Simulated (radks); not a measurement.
Question: These are the eigenvalues of the occupied orbitals of an atom or ion with whole-number occupations (eV). Method: Dirac Kohn-Sham, XLYP, spin-unpolarised, spherical densities, point nucleus; computed with a radial shooting solver on a logarithmic mesh with Libxc functionals.

1s1/2: -20911.82
2s1/2: -3023.750
2p1/2: -2792.186
2p3/2: -2673.846
3s1/2: -565.3879
3p1/2: -476.4382
3p3/2: -456.6354
3d3/2: -299.2683
3d5/2: -295.4589
4s1/2: -118.8927
4p1/2: -92.3955
4p3/2: -89.2714
4d3/2: -49.1772

Which element is it, and in what charge state? The configuration may be excited. Open shells, if any, fill j = l - 1/2 first.

Answer: Z = 43, technetium, charge +4: Tc4+ in [Kr] 4d3. The list shows which subshells hold electrons but not how many an open one holds; the 1s level, -768.5 hartree, gives Z - s = 39.2 by -(Z - s)^2/2, which with screening and relativity narrows Z to a few neighbours, and the depths of the outer levels then fix element, charge and occupations together.
